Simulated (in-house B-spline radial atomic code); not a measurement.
K⁺. Computed with a B-spline radial atomic code. Model: non-relativistic spherical atom: semilocal Troullier-Martins pseudo-atom, one channel per l, against all electrons, high spin, G0W0 and RPA with empty states to l = 8, local potential for every l without a channel, a model core (radius 0 = none) keeps its share of the functional.

What the tables leave out is listed at the end.

The pseudopotential gives back the lowest level of each angular momentum of its own functional in the configuration it was made in; a second state of the same l is only approximately right. Exact exchange, RPA and GW see the smooth pseudo-orbitals and miss the exchange with the core, for which the functional's share stands in. The column with an uncorrelated core keeps all orbitals and exact exchange, and so separates missing core correlation from pseudisation. Only the three outermost levels and the lowest empty one were computed. RPA here is direct RPA, with no exchange kernel, and its energies carry an (l + 1/2)⁻⁴ tail. A hybrid on a potential with a model core restores only its own semilocal share of the core's exchange.

Command:
```bash
python run_psgw.py task.json out
```
Settings (lengths in bohr, energies in hartree):
```
Z                      19
electrons              18
configuration          [Ne] 3s2 3p6
generated_in           [Ar] 4s1
functional             pbe,pbe
core_shells            3
radius_factor          1.3
core_correction        True
```

Time taken, with all properties: 17 s on 1 thread of Arm Neoverse N1, on a shared host.

Given: made with PBE; model core radius 0.671 bohr; local radius 1.423 bohr; mean-field start PBE.

Valence shells of the generating configuration: 3s, 3p, 4s.

Channel: s 1.408, p 1.506 (radii in bohr).

Computed: largest level miss in the spin-unpolarised generating configuration 0.024 eV; valence RPA correlation energy all-electron orbitals -0.44667 hartree; valence RPA correlation energy pseudo -0.42113 hartree; all-electron RPA polarisability, core included 5.184 bohr³.

```csv
level,occupied,mean-field all-electron (eV),mean-field pseudo minus all (eV),G0W0 all-electron (eV),G0W0 uncorrelated core minus all (eV),G0W0 pseudo minus all (eV),exchange self-energy all-electron (eV),exchange self-energy pseudo (eV)
3p,1,-24.896,-0.045,-31.458,0.132,-0.068,-27.875,-24.899
4s (empty),0,-6.1818,-0.07,-4.1228,0.014,-0.021,-1.3102,-0.98348
```

(1) What is the pseudo-atom RPA polarisability?

Given: mean-field start PBE0.

Computed: valence RPA correlation energy pseudo -0.39573 hartree; all-electron RPA polarisability, core included 4.6844 bohr³; pseudo-atom RPA polarisability 4.5513 bohr³.

```tsv
level	occupied	mean-field all-electron (eV)	mean-field pseudo minus all (eV)	G0W0 all-electron (eV)	G0W0 uncorrelated core minus all (eV)	G0W0 pseudo minus all (eV)	exchange self-energy all-electron (eV)	exchange self-energy pseudo (eV)
3p	1	-26.922	-0.04	-31.708	0.131	-0.035	-27.839	-24.882
4s (empty)	0	-5.5434	-0.035	-4.2048	0.012	-0.009	-1.1046	-0.8252
```

(2) What is the valence RPA correlation energy all-electron orbitals?

Results:

(1) 5.0085 bohr³.

(2) -0.41577 hartree.

Among the listed levels the largest G0W0 shift of the pseudo-atom is -0.07 eV, for 3p on the PBE start, while leaving the core uncorrelated moves that level by +0.13 eV. The rest, -0.20 eV, comes from pseudisation and the lost core exchange. Not in the tables (levels of low weight, unsolved or above zero; the highest and the empty levels are kept at any weight): on PBE the G0W0 levels 3s (pseudo minus all -1.11 eV, weights 0.47 and 0.48); on PBE0 the G0W0 levels 3s (pseudo minus all -0.65 eV, weights 0.63 and 0.67); no Hartree-Fock pseudo-atom is run with a model core.
